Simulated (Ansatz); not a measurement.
## Ansatz (development build ahead of 0.2.0) run

```yaml
crystal:
  periodic: [false, false, false]
  atoms:
    - { symbol: Fe, position_ang: [0.0, 0.0, 0.0] }
basis:
  gaussian: { orbitals: def2-SVP }
total_charge: 2
magnetization:
  initial_magnetization: 4
hamiltonian:
  xc: pbe0
output:
  forces: true
```

The input is written out in the form of the current development build from the run's settings.

Results

| Quantity | Value |
| --- | --- |
| Converged | yes |
| Total energy | -1262.39480 hartree |
| Spin squared of the determinant | 6.000 |
| Stability test | minimum among restricted orbitals |

Forces (eV/Å):
| atom | Fx | Fy | Fz |
| --- | --- | --- | --- |
| Fe1 | 0.000 | 0.000 | 0.000 |

Caution: no unrestricted run beside it, a lower state can exist.
